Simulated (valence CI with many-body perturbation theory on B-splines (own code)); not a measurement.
E1 transitions of Pm XLIX

Calculated by valence CI with perturbative core correlation (CI+MBPT): three valence electrons over a frozen Dirac-Fock core [Ne], radial functions for each j: 11 s, 11 p, 9 d, 7 f, 5 g, 2 h, 1 i, with the one-electron correlation potential Σ1, the two-electron term Σ2, the three-electron term Σ3, Breit, model QED; selected CI, second order for the rest (own B-spline code, finite nucleus).

No measured spectrum was set against this ion. As an estimate, large intervals hold to a few tenths of a per cent, small ones and those within an open d or f shell to about a per cent.

Lines 51 to 100 of 272 in falling wavelength, among levels below 59.687 Ry, chosen from the strongest by gf and those to the six lowest levels. Wavelengths and rates use the calculated energies. Electric multipoles are in the length gauge, E1 and E2 with the static RPA response of the core. Weak lines are less certain than strong ones. Lines between different terms over intervals too small for the method are left out, as are lines whose strength nearly cancels. Where a level lies close to another of its J and parity, the split of strength between their lines is uncertain. The highest levels of a list are the least certain.

Levels are named by their leading jj configuration (3d3/2^4 stands for four electrons in 3d with j = 3/2), which in mixed levels can hold well under half, so a name can repeat and another be missing. Letters in brackets count levels of one name in rising energy.

```
λ vac (Å)                          Upper                       Lower   A (s⁻¹)  S (a.u.) with core polarisation  S without
    72.89     (3s 3p1/2 3d3/2) J=3/2 [b]  (3s 3p1/2 3p3/2) J=3/2 [b]  5.64e+09                         4.32e-03   4.39e-03
    69.57         (3s 3p1/2 3d3/2) J=5/2  (3s 3p1/2 3p3/2) J=3/2 [a]  3.60e+08                         3.58e-04   3.64e-04
    68.42     (3s 3p1/2 3d5/2) J=5/2 [a]  (3s 3p1/2 3p3/2) J=3/2 [b]  1.19e+09                         1.13e-03   1.15e-03
    68.20             (3s^2 3d3/2) J=3/2          (3s^2 3p3/2) J=3/2  6.87e+07                         4.30e-05   4.29e-05
    67.73     (3s 3d3/2 3d5/2) J=7/2 [b]  (3s 3p3/2 3d5/2) J=7/2 [a]  1.66e+10                         2.04e-02   2.08e-02
    66.04     (3s 3p1/2 3d3/2) J=3/2 [b]      (3s 3p1/2 3p3/2) J=5/2  6.61e+07                         3.76e-05   3.88e-05
    65.93     (3s 3d3/2 3d5/2) J=3/2 [b]  (3s 3p3/2 3d3/2) J=1/2 [b]  2.56e+10                         1.45e-02   1.47e-02
    65.59     (3s 3d3/2 3d5/2) J=7/2 [b]  (3s 3p3/2 3d3/2) J=5/2 [b]  5.98e+10                         6.66e-02   6.76e-02
    64.45  (3p1/2 3p3/2 3d5/2) J=3/2 [a]       (3p1/2 3p3/2^2) J=3/2  3.24e+10                         1.71e-02   1.74e-02
    64.42     (3s 3d3/2 3d5/2) J=7/2 [b]  (3s 3p3/2 3d5/2) J=5/2 [a]  1.37e+10                         1.44e-02   1.46e-02
    63.67         (3s 3p1/2 3d5/2) J=3/2      (3s 3p1/2 3p3/2) J=1/2  6.17e+10                         3.15e-02   3.20e-02
    63.29         (3s 3d3/2 3d5/2) J=1/2  (3s 3p3/2 3d3/2) J=1/2 [b]  5.83e+10                         1.46e-02   1.48e-02
    62.44         (3s 3p1/2 3d3/2) J=1/2  (3s 3p1/2 3p3/2) J=3/2 [a]  4.05e+09                         9.74e-04   9.91e-04
    62.35     (3s 3p1/2 3d5/2) J=5/2 [a]      (3s 3p1/2 3p3/2) J=5/2  3.62e+09                         2.60e-03   2.64e-03
    62.33     (3s 3p1/2 3d5/2) J=5/2 [b]  (3s 3p1/2 3p3/2) J=3/2 [b]  5.52e+10                         3.96e-02   4.02e-02
    62.18  (3p1/2 3p3/2 3d5/2) J=5/2 [a]       (3p1/2 3p3/2^2) J=5/2  3.97e+10                         2.82e-02   2.87e-02
    61.59     (3s 3p1/2 3d3/2) J=3/2 [b]  (3s 3p1/2 3p3/2) J=3/2 [a]  5.94e+09                         2.74e-03   2.78e-03
    61.35     (3s 3p3/2 3d5/2) J=5/2 [a]          (3s 3p3/2^2) J=5/2  7.30e+10                         4.99e-02   5.07e-02
    61.27         (3s 3d3/2 3d5/2) J=9/2      (3s 3p3/2 3d5/2) J=9/2  1.79e+10                         2.04e-02   2.07e-02
    61.10         (3s 3p1/2 3d5/2) J=3/2  (3s 3p1/2 3p3/2) J=3/2 [b]  2.43e+10                         1.09e-02   1.11e-02
    60.62     (3s 3d3/2 3d5/2) J=5/2 [b]  (3s 3p3/2 3d3/2) J=3/2 [b]  5.60e+10                         3.69e-02   3.75e-02
    60.32      (3p1/2 3p3/2 3d5/2) J=1/2       (3p1/2 3p3/2^2) J=1/2  1.61e+11                         3.50e-02   3.55e-02
    60.24     (3s 3d3/2 3d5/2) J=3/2 [b]  (3s 3p3/2 3d3/2) J=3/2 [b]  4.69e+10                         2.02e-02   2.06e-02
    60.00     (3s 3d3/2 3d5/2) J=7/2 [a]  (3s 3p3/2 3d3/2) J=5/2 [a]  1.08e+11                         9.22e-02   9.36e-02
    59.90         (3s 3p3/2 3d5/2) J=1/2          (3s 3p3/2^2) J=1/2  1.98e+11                         4.19e-02   4.26e-02
    59.83             (3s^2 3d5/2) J=5/2          (3s^2 3p3/2) J=3/2  9.80e+10                         6.21e-02   6.31e-02
    59.66         (3s 3p1/2 3d5/2) J=7/2      (3s 3p1/2 3p3/2) J=5/2  7.25e+10                         6.08e-02   6.17e-02
    59.64  (3p1/2 3p3/2 3d5/2) J=3/2 [b]       (3p1/2 3p3/2^2) J=1/2  8.07e+10                         3.38e-02   3.43e-02
    59.59          (3p1/2^2 3d5/2) J=5/2       (3p1/2^2 3p3/2) J=3/2  5.79e+10                         3.63e-02   3.68e-02
    59.26  (3p1/2 3p3/2 3d5/2) J=5/2 [b]       (3p1/2 3p3/2^2) J=3/2  2.21e+11                         1.36e-01   1.39e-01
    59.16  (3p1/2 3p3/2 3d5/2) J=7/2 [b]       (3p1/2 3p3/2^2) J=5/2  1.68e+11                         1.37e-01   1.39e-01
    58.86             (3s 3d3/2^2) J=5/2       (3p1/2 3p3/2^2) J=3/2  3.78e+10                         2.28e-02   2.32e-02
    58.74     (3s 3p3/2 3d5/2) J=5/2 [b]          (3s 3p3/2^2) J=3/2  2.72e+11                         1.63e-01   1.66e-01
    58.63     (3s 3p3/2 3d5/2) J=7/2 [a]          (3s 3p3/2^2) J=5/2  1.04e+11                         8.25e-02   8.39e-02
    58.45     (3s 3p3/2 3d5/2) J=3/2 [a]          (3s 3p3/2^2) J=5/2  3.36e+10                         1.33e-02   1.35e-02
    58.36     (3s 3p1/2 3d5/2) J=5/2 [a]  (3s 3p1/2 3p3/2) J=3/2 [a]  1.25e+11                         7.34e-02   7.46e-02
    58.11  (3p1/2 3p3/2 3d5/2) J=5/2 [b]       (3p1/2 3p3/2^2) J=5/2  3.79e+10                         2.20e-02   2.24e-02
    58.06     (3s 3d3/2 3d5/2) J=5/2 [a]  (3s 3p3/2 3d3/2) J=3/2 [a]  1.23e+11                         7.11e-02   7.23e-02
    57.84     (3s 3p3/2 3d5/2) J=3/2 [b]          (3s 3p3/2^2) J=1/2  1.32e+11                         5.03e-02   5.11e-02
    57.63         (3s 3d3/2 3d5/2) J=9/2      (3s 3p3/2 3d3/2) J=7/2  1.84e+11                         1.74e-01   1.77e-01
    57.42     (3s 3d3/2 3d5/2) J=3/2 [a]  (3s 3p3/2 3d3/2) J=1/2 [a]  1.21e+11                         4.51e-02   4.58e-02
    57.24     (3s 3p1/2 3d5/2) J=5/2 [b]      (3s 3p1/2 3p3/2) J=5/2  4.37e+10                         2.43e-02   2.47e-02
    57.13     (3s 3d3/2 3d5/2) J=3/2 [a]  (3s 3p3/2 3d3/2) J=3/2 [a]  3.53e+10                         1.30e-02   1.32e-02
    56.20         (3s 3p1/2 3d5/2) J=3/2      (3s 3p1/2 3p3/2) J=5/2  2.25e+10                         7.88e-03   8.02e-03
    55.68  (3p1/2 3p3/2 3d5/2) J=3/2 [b]       (3p1/2 3p3/2^2) J=5/2  3.43e+10                         1.17e-02   1.19e-02
    55.47     (3s 3d3/2 3d5/2) J=7/2 [b]      (3s 3p3/2 3d3/2) J=7/2  4.35e+10                         2.93e-02   2.98e-02
    55.40     (3s 3d3/2 3d5/2) J=5/2 [b]      (3s 3p3/2 3d3/2) J=7/2  2.84e+10                         1.43e-02   1.45e-02
    55.06     (3s 3p3/2 3d5/2) J=7/2 [b]          (3s 3p3/2^2) J=5/2  2.23e+11                         1.47e-01   1.49e-01
    54.74     (3s 3d3/2 3d5/2) J=7/2 [b]  (3s 3p3/2 3d3/2) J=5/2 [a]  2.56e+10                         1.66e-02   1.69e-02
    54.67     (3s 3d3/2 3d5/2) J=5/2 [b]  (3s 3p3/2 3d3/2) J=5/2 [a]  6.89e+10                         3.34e-02   3.39e-02
```
